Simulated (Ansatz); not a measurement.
System: YF2 (charge +1, singlet). The spin state was set by rule; other spins were not relaxed. SMILES of the parent species: [F][Y][F]
Structure (B3LYP-D3(BJ)/def2-TZVP (Ansatz, an electronic-structure program) minimum search):
```xyz
3

Y      0.3326     0.0419    -0.0542
F     -1.0336     1.1175    -0.8690
F     -0.4077    -1.2992     1.1037
```
Charge +1, spin multiplicity 1.

Q: Give the harmonic wavenumbers at B3LYP-D3(BJ)/def2-TZVP (Ansatz, finite differences of forces, unscaled).

A: 148, 671, 679 cm⁻¹. Zero-point energy 2.1 kcal/mol.

Q: From these and the geometry, give the ideal-gas thermochemistry at 298.15 K and 1 atm (rigid rotor, harmonic oscillator).

A: Point group C2v, rotational symmetry number 2. Rotational constants 16.42, 5.255, 3.981 GHz. S(trans) 40.43, S(rot) 22.97, S(vib) 3.37, S(elec, spin only) 0.00, S 66.8 cal/(mol K). H(298) - H(0) 2.93 kcal/mol; G - E(el) -14.8 kcal/mol.
